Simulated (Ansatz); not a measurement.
Calculated with Ansatz (gas phase, PBE0-D4/def2-TZVP geometries, no zero-point term in ΔE). CCSD(T)/CBS adds triple-zeta CCSD(T) − MP2 to the extrapolated MP2 energy (def2 sets, frozen cores). This one scheme is used for every species. DFT in def2-TZVPP. B3LYP here is the variant with VWN-RPA as its local correlation; programs differ in this. For Mg outer-core shells are correlated without core-valence functions, which leaves a few kJ/mol of doubt a bond. One conformer a species, not always the lowest.

`C[CH2][Mg][O]C` + `[Cl][AlH][Cl]` → `C[CH2][Al]([Cl])[Cl]` + `C[O][MgH]`  (formal exchange of groups at a C–Mg bond)

| level | ΔE (kcal/mol) |
| --- | --- |
| B97M-V | -10.1 |
| PBE0-D4 | -8.1 |
| BLYP | -5.2 |
| B3LYP | -6.0 |
| MP2/def2-TZVPP | -6.5 |
| CCSD/def2-TZVPP | -6.8 |
| HF/def2-QZVPP | -7.7 |
| MP2/def2-QZVPP | -6.0 |

What does CCSD(T)/CBS give? (An estimate is asked.)

The calculation gave: -5.9 kcal/mol. The listed levels differ from it by -4.2, -2.2, 0.7, -0.1, -0.6, -0.9, -1.8, -0.1 kcal/mol.

Largest T1 diagnostic among the species: 0.011.

The D4 term adds −1.7 kcal/mol with B3LYP and −1.0 kcal/mol with PBE0; it sums over pairs of atoms, weighted by their polarisabilities, and B3LYP, whose exchange is more repulsive, gets the larger term. At CCSD(T), def2-SVP lies −0.8 kcal/mol from the extrapolated value and def2-TZVPP −0.9 kcal/mol.
